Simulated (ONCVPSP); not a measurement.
## Transferability test, ONCV potential for Te (Z = 52)

- Element: tellurium
- Generator: ONCVPSP 4.0.1
- Type: optimised norm-conserving Vanderbilt (ONCV)
- Functional: PW91
- Relativity: fully relativistic
- Frozen core: [Kr]
- Valence charge: 16
- Reference configuration: 4d10 5s2 5p4
- Partial waves: 5s: rc 1.90 bohr, ncon 4, nbas 7, qcut 3 1/bohr, 2 projectors, debl 2.3 Ha; 5p: rc 2.25 bohr, ncon 5, nbas 8, qcut 4.3 1/bohr, 2 projectors, debl 3.7 Ha; 4d: rc 0.85 bohr, ncon 3, nbas 8, qcut 13.2 1/bohr, 1 projector
- Local potential: polynomial inside 0.85 bohr (lpopt 1, dvloc0 -1 Ha)
- Core correction: none

Open shells are filled in proportion to 2j + 1.

Energies are relative to the spin-unpolarised reference configuration 4d10 5s2 5p4; without spin polarisation the order of configurations can differ from experiment.

```tsv
valence configuration	charge	ΔE all-electron (eV)	error AE − PS (meV)
4d10 5s2 5p2	+2	27.830	+1.0
4d10 5s2 5p1	+3	54.853	+9.1
```

Question: What are ΔE and the potential's error for 4d10 5s1 5p4?

Answer: ΔE = 19.637 eV all-electron; the error (AE − PS) is -0.9 meV.

Question: What are ΔE and the potential's error for 4d10 5s2 5p3?

Answer: ΔE = 9.806 eV all-electron; the error (AE − PS) is -0.1 meV.

Levels in the configuration 4d10 5s2 5p3:

| level | all-electron (eV) | pseudo (eV) |
| --- | --- | --- |
| 4d j=5/2 | -50.096 | -50.046 |
| 4d j=3/2 | -51.568 | -51.507 |
| 5s j=1/2 | -23.514 | -23.512 |
| 5p j=3/2 | -13.455 | -13.455 |
| 5p j=1/2 | -14.389 | -14.389 |

Note: ghosts flagged at negative energy: s at -223.8 eV, p3/2 at -40.7 eV, p1/2 at -26.6 eV; GHOST(+) flagged for s at 154.2 eV. A true bound ghost makes a file unfit for plane-wave use.
